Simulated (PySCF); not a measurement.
C₃Si, SMILES [C]1[c+]2[si-2][c+]21 (connectivity only; charge and spin as stated), neutral, multiplicity 1.

Coordinates come from a r2SCAN-D4/def2-TZVP optimisation.

Method: TDA-CAM-B3LYP/def2-SVPD run with PySCF.

Vertical excitations. Isolated molecule, no solvent. State labels are in the subgroup C2v.

Computed lowest excited states:
| state | symmetry | energy (eV) | λ (nm) | f | main pairs |
|---|---|---|---|---|---|
| S1 | B1 | 1.75 | 710 | 0.005 | HOMO→LUMO 96 % |
| S2 | A2 | 3.47 | 357 | 0.000 | HOMO→LUMO+1 94 % |
| S3 | B1 | 3.62 | 342 | 0.042 | HOMO−1→LUMO 96 % |
| S4 | A2 | 4.11 | 302 | 0.000 | HOMO−2→LUMO 93 % |
| S5 | B2 | 4.87 | 255 | 0.003 | HOMO→LUMO+2 96 % |
| S6 | A2 | 5.51 | 225 | 0.000 | HOMO−1→LUMO+1 96 % |
| S7 | B1 | 5.60 | 222 | 0.011 | HOMO→LUMO+3 89 % |
| S8 | B1 | 5.83 | 213 | 0.002 | HOMO−2→LUMO+1 81 % |
| S9 | A1 | 6.29 | 197 | 0.027 | HOMO−4→LUMO 75 %, HOMO−2→LUMO+2 20 % |
| S10 | B2 | 6.50 | 191 | 0.032 | HOMO−1→LUMO+2 87 % |
| T1 | B1 | 1.07 | 1161 | 0 | HOMO→LUMO 87 % |
| T2 | B1 | 2.56 | 483 | 0 | HOMO−1→LUMO 92 % |
| T3 | A2 | 2.62 | 474 | 0 | HOMO→LUMO+1 90 % |
| T4 | A2 | 3.66 | 338 | 0 | HOMO−2→LUMO 97 % |
Triplets are in the Tamm–Dancoff approximation.
